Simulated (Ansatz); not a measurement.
C$_{2}$H$_{6}$FNSi (`C=C(F)N[SiH3]`), one more setting.

```yaml
crystal:
  periodic: [false, false, false]
  atoms:
    - {symbol: C, position_ang: [-0.840952, 2.006517, 0.192274]}
    - {symbol: C, position_ang: [-0.229349, 0.840151, 0.357300]}
    - {symbol: F, position_ang: [0.403599, 0.569058, 1.511107]}
    - {symbol: N, position_ang: [-0.112491, -0.223142, -0.493791]}
    - {symbol: Si, position_ang: [0.728005, -1.708220, -0.148838]}
    - {symbol: H, position_ang: [-0.829211, 2.736641, 0.986304]}
    - {symbol: H, position_ang: [-1.351696, 2.232183, -0.732075]}
    - {symbol: H, position_ang: [-0.563434, -0.095659, -1.384122]}
    - {symbol: H, position_ang: [0.136701, -2.424459, 1.007772]}
    - {symbol: H, position_ang: [2.170815, -1.481617, 0.110756]}
    - {symbol: H, position_ang: [0.553412, -2.508551, -1.385985]}
basis:
  gaussian: {orbitals: ANO-RCC-VTZP, nuclear_model: gaussian}
hamiltonian: {xc: {name: CAM-B3LYP}}
output: {forces: true}
```

```sh
$ ansatz run in.yaml --threads 4 --pin off --events-out ev --progress --plain --max-ram 10444MiB
```

Shortened log:

```
Functional definition: CAM-B3LYP
1578 factors; their error is unknown
475 factors; integrals over basis functions are off by at most 1.1e-5 eV
mean field evaluation 1: about -14271.4423 eV, gradient 5.8e1 eV
mean field evaluation 2: about -14271.8969 eV, gradient 5.4e1 eV
mean field evaluation 4: about -14277.7051 eV, gradient 2.5e0 eV
mean field evaluation 8: about -14277.7205 eV, gradient 4.4e-2 eV
mean field evaluation 16: about -14277.7720 eV, gradient 9.3e-5 eV
mean field -14277.77202276 eV, -524.6984440148 hartree, gradient 2.3e-5 eV, S^2 0.000000; 0 other end points of the search recorded, 0 dependent functions left out
reference -14277.77217401 eV, -524.6984495734 hartree; 24, 24 occupied and 214, 214 virtual orbitals, 1578 factors
Total energy: -14277.77217401 eV, -524.6984495734 hartree
Relativity: scalar
Atom 0 at    -0.840952     2.006517     0.192274 Å, force     0.114403    -0.188185     0.062229 eV/Å
Atom 1 at    -0.229349     0.840151     0.357300 Å, force    -0.266863     0.424162    -0.160726 eV/Å
Atom 2 at     0.403599     0.569058     1.511107 Å, force     0.067797    -0.016997     0.136264 eV/Å
Atom 3 at    -0.112491    -0.223142    -0.493791 Å, force    -0.012338    -0.045266    -0.076563 eV/Å
Atom 4 at     0.728005    -1.708220    -0.148838 Å, force     0.093397    -0.208164    -0.006670 eV/Å
Atom 5 at    -0.829211     2.736641     0.986304 Å, force     0.000115    -0.070174    -0.073627 eV/Å
Atom 6 at    -1.351696     2.232183    -0.732075 Å, force     0.051934    -0.028725     0.088387 eV/Å
Atom 7 at    -0.563434    -0.095659    -1.384122 Å, force     0.023986    -0.010833     0.043299 eV/Å
Atom 8 at     0.136701    -2.424459     1.007772 Å, force     0.058769     0.082893    -0.114060 eV/Å
Atom 9 at     2.170815    -1.481617     0.110756 Å, force    -0.150556    -0.014172    -0.021716 eV/Å
Atom 10 at     0.553412    -2.508551    -1.385985 Å, force     0.019356     0.075461     0.123183 eV/Å
Dipole moment:    -0.105509    -0.116469    -0.362474 e Å
```

Run time 15 s (4 threads of a server CPU on a shared host); peak host memory 1.1 GiB.
